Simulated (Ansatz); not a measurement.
X3Ti-Y-SiH3: PBE0-D4/def2-TZVP single points in Ansatz on relaxed structures, gas phase. Binding counts from free atoms in the multiplicity of their measured ground term, without zero-point energy. Singlets are spin-restricted. Names give formal oxidation states. A dash marks a value that wasn't run or was left out as unsound. The structures are stationary points that may keep the symmetry of their start. Remarks come from the PBE and PBE0 runs and from stability tests at other levels; not every state was tested. HOMO above LUMO (over both spins in singlets and doublets, within one spin in higher multiplets; at PBE or PBE0), or a gap under 0.15 eV within one spin, warns that the state may not be the lowest or that an electron is smeared out.

Question: Estimate the order by HOMO (eV), lowest first.
A. (Cl)3Ti-S-SiH3 (TiSiH3SCl3) (singlet)
B. (OH)3Ti-NH-SiH3 (TiSiNO3H7) (singlet)
C. (F)3Ti-O-SiH3 (TiSiOF3H3) (singlet)

Answer: C (-9.67), A (-8.22), B (-7.52).

In full:

```
                    species  atoms    state            geometry  HOMO (eV)  LUMO (eV)  gap (eV)  vertical IE (eV)  vertical triplet (eV)  binding per atom (eV)  lowest of the spins relaxed  point group (within 0.1 Å)                                                                                                                                          remarks
  (F)3Ti-O-SiH3 (TiSiOF3H3)      9  singlet  r2SCAN-D4/def2-SVP      -9.67      -2.47      7.20             11.75                   5.90                   4.19                            –                          C3  gap within one spin near zero at PBE or PBE0 (+1 doublet), HOMO above LUMO (+1 doublet), gap within one spin near zero at PBE or PBE0 (triplet)
(Cl)3Ti-S-SiH3 (TiSiH3SCl3)      9  singlet     PBE-D4/def2-SVP      -8.22      -3.60      4.62              9.89                   2.68                   3.39                            –                           –                                                                                                                                                –
(OH)3Ti-NH-SiH3 (TiSiNO3H7)     13  singlet  r2SCAN-D4/def2-SVP      -7.52      -1.25      6.27              9.33                      –                   3.82  singlet, of singlet/triplet                           –                                                                                                                                                –
```

The gap (eV) runs from 4.62 ((Cl)3Ti-S-SiH3) to 7.20 ((F)3Ti-O-SiH3). The vertical IE (eV) runs from 9.33 ((OH)3Ti-NH-SiH3) to 11.75 ((F)3Ti-O-SiH3).
